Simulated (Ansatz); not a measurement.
One change: `FC(F)(F)[O][GeH2][Cl]` becomes `[F][SnH]([Cl])[O]C(F)(F)F`.

Ansatz, PBE0-D4/def2-TZVP geometries, multiplicity 1. Each molecule was computed in one conformer, which needn't be the lowest.

Elements past krypton have def2 core potentials. Scalar relativity is left out up to krypton.

```json
{"property": "LUMO energy (ωB97M-V/def2-TZVPP) / eV", "`FC(F)(F)[O][GeH2][Cl]`": "1.43"}
{"property": "HOMO–LUMO gap (PBE0/def2-TZVPP) / eV", "`FC(F)(F)[O][GeH2][Cl]`": "8.89"}
{"property": "HOMO–LUMO gap (PBE/def2-TZVPP) / eV", "`FC(F)(F)[O][GeH2][Cl]`": "6.48"}
{"property": "HOMO–LUMO gap (ωB97M-V/def2-TZVPP) / eV", "`FC(F)(F)[O][GeH2][Cl]`": "13.10"}
{"property": "HOMO energy (PBE0/def2-TZVPP) / eV", "`FC(F)(F)[O][GeH2][Cl]`": "-9.41"}
{"property": "size of the dipole moment (ωB97M-V/def2-TZVPP) / D", "`FC(F)(F)[O][GeH2][Cl]`": "3.03"}
```

Q: Give the same properties after the change, and the shifts. (Estimate.)

A: Ansatz gave: 
```json
{"property": "LUMO energy (ωB97M-V/def2-TZVPP) / eV", "`[F][SnH]([Cl])[O]C(F)(F)F`": "-0.21", "shift": "-1.64"}
{"property": "HOMO–LUMO gap (PBE0/def2-TZVPP) / eV", "`[F][SnH]([Cl])[O]C(F)(F)F`": "7.73", "shift": "-1.16"}
{"property": "HOMO–LUMO gap (PBE/def2-TZVPP) / eV", "`[F][SnH]([Cl])[O]C(F)(F)F`": "5.22", "shift": "-1.26"}
{"property": "HOMO–LUMO gap (ωB97M-V/def2-TZVPP) / eV", "`[F][SnH]([Cl])[O]C(F)(F)F`": "12.10", "shift": "-1.00"}
{"property": "HOMO energy (PBE0/def2-TZVPP) / eV", "`[F][SnH]([Cl])[O]C(F)(F)F`": "-10.02", "shift": "-0.61"}
{"property": "size of the dipole moment (ωB97M-V/def2-TZVPP) / D", "`[F][SnH]([Cl])[O]C(F)(F)F`": "3.60", "shift": "0.57"}
```

With PBE0 the HOMO falls by 0.61 eV and the LUMO falls by 1.78 eV, so the gap narrows by about 1.17 eV. PBE moves the HOMO by -0.50 eV and ωB97M-V by -0.65 eV. Dipoles are sizes alone; their direction can turn.
